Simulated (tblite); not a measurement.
Input of a run (GFN2-xTB geometry optimisation, gas phase (tblite 0.8.0)), started from a force field or distance geometry:
```
{"job": {"kind": "relax", "xc": "GFN2-xTB", "basis": "xTB"}, "charge": 0, "multiplicity": 2}
C     -1.172000    -1.283900     0.610000
C     -0.623100     0.136300     0.507200
O     -1.491400     0.916400    -0.304300
Si    -0.628100     1.642400    -1.549900
O      0.884400     0.997500    -1.207400
C      0.743500     0.187300    -0.099000
C      1.930600    -0.443200     0.518800
F      1.940500    -0.239200     1.870800
F      1.907900    -1.795700     0.343000
H     -1.228700    -1.759400    -0.370500
H     -0.582700    -1.911800     1.273300
H     -2.210800    -1.259500     0.994400
H     -0.606600     0.591000     1.523600
H     -0.614900     3.107000    -1.387200
H     -1.121100     1.184500    -2.859300
H      2.865000    -0.060900     0.125100
```

Output (eV, eV/Å):
```
step      E/eV     max force
  0    -857.33668    1.622
  1    -857.42575    0.867
  2    -857.46125    0.328
  3    -857.46957    0.193
  4    -857.47394    0.155
  5    -857.47620    0.130
  6    -857.47951    0.130
  7    -857.48149    0.095
  8    -857.48315    0.096
  9    -857.48453    0.092
 10    -857.48596    0.118
 11    -857.48706    0.095
 12    -857.48785    0.062
 13    -857.48851    0.077
 14    -857.48923    0.081
 15    -857.48990    0.060
 16    -857.49037    0.059
 17    -857.49070    0.052
 18    -857.49100    0.052
 19    -857.49133    0.047
 20    -857.49167    0.046
 21    -857.49198    0.050
 22    -857.49229    0.054
 23    -857.49262    0.051
 24    -857.49297    0.053
 25    -857.49328    0.038
 26    -857.49351    0.037
 27    -857.49369    0.035
 28    -857.49384    0.039
 29    -857.49400    0.032
 30    -857.49418    0.032
 31    -857.49435    0.033
 32    -857.49454    0.037
 33    -857.49478    0.041
 34    -857.49514    0.061
 35    -857.49559    0.079
 36    -857.49599    0.065
 37    -857.49627    0.038
 38    -857.49648    0.041
 39    -857.49671    0.050
 40    -857.49702    0.057
 41    -857.49731    0.041
 42    -857.49751    0.028
 43    -857.49765    0.025
 44    -857.49776    0.028
 45    -857.49787    0.025
 46    -857.49794    0.019
 47    -857.49800    0.020
 48    -857.49805    0.017
 49    -857.49810    0.016
 50    -857.49813    0.012
 51    -857.49815    0.012
 52    -857.49818    0.013
 53    -857.49821    0.014
 54    -857.49824    0.016
 55    -857.49827    0.016
 56    -857.49831    0.014
 57    -857.49835    0.015
 58    -857.49839    0.014
 59    -857.49842    0.013
 60    -857.49844    0.012
 61    -857.49848    0.015
 62    -857.49852    0.018
 63    -857.49857    0.018
 64    -857.49861    0.018
 65    -857.49865    0.017
 66    -857.49869    0.013
 67    -857.49872    0.010
 68    -857.49874    0.008
```

Summarise the run.

The energy falls by 0.162 eV over 68 L-BFGS steps, the largest force on an atom goes from 1.62 to 0.008 eV/Å, and the atoms move by 0.120 Å rms after alignment. The bond that changes most is O3–Si4 (ends: oxygen bonded to C and Si; silicon bonded to 2 O and 2 H), which shortens by 0.050 Å. Bonds longer at the end by more than 0.005 Å: 3 of 16; shorter: 9. Among the angles that change most is H14–Si4–H15, from 114.2° to 118.9°. Among the dihedrals that turn most is C2–O3–Si4–H15, from 119° to 107°. The energy never rose by more than 1e-5 eV on the way. The first step brought 55 % of the lowering.

What are the final bond lengths?

C1–C2 1.532 Å, C2–O3 1.410 Å, O3–Si4 1.631 Å, Si4–O5 1.670 Å, O5–C6 1.346 Å, C6–C7 1.465 Å, C7–F8 1.370 Å, C7–F9 1.378 Å, C2–C6 1.495 Å, C1–H10 1.087 Å, C1–H11 1.086 Å, C1–H12 1.086 Å, C2–H13 1.101 Å, Si4–H14 1.450 Å, Si4–H15 1.452 Å, C7–H16 1.099 Å. Numbering counts from 1 in the input's order; the species is `C[C@@H]1O[SiH2]O[C]1C(F)F` [radical].

The run took 0.69 s wall on Arm Neoverse N1, one thread, shared host with 48 logical CPUs at a one-minute load of 17.

Its lowest GFN2-xTB frequency is 7i cm⁻¹, too small to tell a flat minimum from a shallow saddle. 3 starts were optimised and ended at 0.00, 3.44 and 3.44 kcal/mol (GFN2-xTB); the lowest of these is shown.

One conformer stands for the species.

These are computed values.
